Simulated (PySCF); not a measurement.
Species: C₆H₁₁NOSi.
Cartesian coordinates in Å at the PBE0-D3(BJ)/def2-SVP level; atoms count from 1:
```xyz
20
C6H11NOSi angstrom
C      3.784   -0.018   -0.555
O      3.023    0.988    0.041
C      1.720    0.587    0.400
Si     0.508    0.947   -1.015
N     -1.112    0.330   -0.633
C     -1.537   -0.973   -0.796
C     -2.787   -1.108   -0.240
C     -3.147    0.163    0.292
C     -2.101    1.018    0.039
H      3.950   -0.869    0.135
H      4.760    0.413   -0.818
H      3.320   -0.416   -1.478
H      1.681   -0.478    0.705
H      1.414    1.171    1.285
H      0.948    0.281   -2.274
H      0.375    2.416   -1.214
H     -0.914   -1.703   -1.311
H     -3.385   -2.017   -0.227
H     -4.077    0.423    0.796
H     -1.986    2.076    0.271
```

All values: PBE0/pcSseg-1 (PySCF, non-relativistic), on one gas-phase PBE0-D3(BJ)/def2-SVP geometry that isn't relaxed in the solvent. The solvent is an IEF-PCM continuum (cavity from Bondi-type radii × 1.2). The model holds no explicit solvent molecules, cavitation or dispersion.

```tsv
run	E − E(gas) (kcal/mol)	HOMO (eV)	HOMO–LUMO gap (eV)	dipole (D)
gas	0.00	-6.22	6.73	1.61
P	-4.10	-6.30	6.87	1.94
Q	-2.53	-6.26	6.83	1.82
```

Question: The runs were made in benzene and chloroform. Which run belongs to which solvent?

Answer: P = chloroform, Q = benzene. The dielectric constants are 2.271 (benzene), 4.711 (chloroform), and the energy falls further as ε rises. In this model the ground state sees the solvent through ε alone.

Question: How constant is the ratio of the lowering to (ε − 1)/(2ε + 1)?

Answer: 
| solvent | (ε − 1)/(2ε + 1) | E − E(gas) (kcal/mol) | ratio (kcal/mol) | polarisation term (kcal/mol) |
| --- | --- | --- | --- | --- |
| benzene | 0.229 | -2.53 | -11.0 | -2.65 |
| chloroform | 0.356 | -4.10 | -11.5 | -4.45 |

The ratio changes by +4.5 % in size from benzene to chloroform. The polarisation term is half the interaction of the solute with the induced surface charges.
